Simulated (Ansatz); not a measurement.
Reaction (formal exchange of groups at the Al–C bond): `[AlH2][CH2][GeH3]` + `C=C(F)NC` → `C=C(F)[NH][AlH2]` + `C[CH2][GeH3]`

Program: Ansatz. Geometries: PBE0-D4/def2-TZVP. ΔE: electronic, gas phase. CCSD(T)/CBS adds triple-zeta CCSD(T) − MP2 to the extrapolated MP2 energy (def2 sets, frozen cores). Functionals use def2-TZVPP. B3LYP here is the variant with VWN-RPA as its local correlation; programs differ in this. For Ge outer-core shells are correlated without core-valence functions, which leaves a few kJ/mol of doubt a bond. Scalar relativity is left out up to krypton. Each species was taken in one conformer, which may not be the lowest.

`[AlH2][CH2][GeH3]`:

Z-matrix (Å, degrees):
```
C
Ge 1 1.959
Al 1 1.944 2 113.5
H 1 1.094 2 106.5 3 -122.3
H 1 1.094 2 106.5 3 122.4
H 2 1.540 1 111.3 3 179.7
H 2 1.541 1 110.3 3 59.2
H 2 1.541 1 110.2 3 -59.9
H 3 1.588 1 120.0 2 89.1
H 3 1.588 1 120.0 2 -89.5
```

`C=C(F)NC`:

Cartesian coordinates in Å:
```
C -0.893 0.990 -1.461
C -0.654 0.074 -0.528
F -1.116 -1.174 -0.683
N -0.017 0.219 0.676
C 0.918 -0.800 1.115
H -0.475 1.982 -1.372
H -1.534 0.758 -2.297
H 0.310 1.163 0.812
H 1.229 -0.574 2.135
H 1.810 -0.870 0.480
H 0.422 -1.769 1.124
```

`C=C(F)[NH][AlH2]`:

Cartesian coordinates in Å:
```
C 1.903 -0.328 0.612
C 0.582 -0.207 0.525
F -0.178 -0.488 1.595
N -0.197 0.181 -0.529
Al -1.984 0.345 -0.647
H 2.531 -0.106 -0.239
H 2.356 -0.651 1.536
H 0.362 0.397 -1.342
H -2.446 0.828 -2.080
H -2.930 0.029 0.569
```

`C[CH2][GeH3]`:

```xyz
11

C     0.602    1.309    0.069
C     0.695   -0.207    0.157
Ge   -1.019   -1.101   -0.167
H    -0.102    1.711    0.803
H     1.571    1.781    0.254
H     0.263    1.634   -0.918
H     1.051   -0.519    1.143
H     1.414   -0.595   -0.571
H    -1.543   -0.745   -1.572
H    -2.060   -0.636    0.869
H    -0.873   -2.631   -0.068
```

```tsv
level	ΔE (kJ/mol)	difference from CCSD(T)/CBS
PBE-D4	-114.7	6.7
r2SCAN-D4	-120.0	1.4
B3LYP-D4	-121.4	0.0
B2PLYP	-122.6	-1.2
PBE	-114.5	6.9
r2SCAN	-120.0	1.4
PBE0	-114.9	6.5
B3LYP	-120.8	0.6
HF/def2-TZVPP	-122.2	-0.8
SCS-MP2/def2-TZVPP	-124.1	-2.7
CCSD/def2-TZVPP	-122.5	-1.1
CCSD(T)/def2-TZVPP	-121.7	-0.3
HF/def2-QZVPP	-122.2	-0.8
MP2/def2-QZVPP	-124.3	-2.9
SCS-MP2/def2-QZVPP	-124.0	-2.6
CCSD/CBS(def2)	-122.2	-0.8
CCSD(T)/CBS	-121.4	0
```

Largest T1 diagnostic among the species: 0.013.
